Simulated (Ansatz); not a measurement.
Start from `[NH2][Ti]([Cl])([Cl])[Cl]` and change one atom or group to get `C#[C][Ti]([Cl])([Cl])[Cl]`.

Ansatz, PBE0-D4/def2-TZVP geometries, multiplicity 1. Each molecule was computed in one conformer, which needn't be the lowest.

Scalar relativity is left out up to krypton.

```json
{"property": "HOMO–LUMO gap (ωB97M-V/def2-TZVPP) / eV", "`[NH2][Ti]([Cl])([Cl])[Cl]`": "9.78"}
{"property": "size of the dipole moment (B3LYP/def2-TZVPP) / D", "`[NH2][Ti]([Cl])([Cl])[Cl]`": "2.95"}
{"property": "size of the dipole moment (ωB97M-V/def2-TZVPP) / D", "`[NH2][Ti]([Cl])([Cl])[Cl]`": "3.01"}
{"property": "LUMO energy (PBE0/def2-TZVPP) / eV", "`[NH2][Ti]([Cl])([Cl])[Cl]`": "-3.16"}
{"property": "HOMO energy (ωB97M-V/def2-TZVPP) / eV", "`[NH2][Ti]([Cl])([Cl])[Cl]`": "-10.75"}
{"property": "HOMO–LUMO gap (PBE/def2-TZVPP) / eV", "`[NH2][Ti]([Cl])([Cl])[Cl]`": "3.03"}
```

(1) Give the same properties after the change, and the shifts. (An estimate is asked.)

## Answers

(1) The calculation gave: 
```csv
property,`C#[C][Ti]([Cl])([Cl])[Cl]`,shift
HOMO–LUMO gap (ωB97M-V/def2-TZVPP) / eV,9.43,-0.35
size of the dipole moment (B3LYP/def2-TZVPP) / D,1.59,-1.36
size of the dipole moment (ωB97M-V/def2-TZVPP) / D,1.47,-1.54
LUMO energy (PBE0/def2-TZVPP) / eV,-3.64,-0.48
HOMO energy (ωB97M-V/def2-TZVPP) / eV,-10.98,-0.23
HOMO–LUMO gap (PBE/def2-TZVPP) / eV,3.17,0.14
```

With PBE0 the HOMO falls by 0.30 eV and the LUMO falls by 0.48 eV, so the gap narrows by about 0.18 eV. PBE moves the HOMO by -0.49 eV and ωB97M-V by -0.23 eV. Dipoles are sizes alone; their direction can turn.

B3LYP here is the variant with VWN-RPA as its local correlation; programs differ in this.
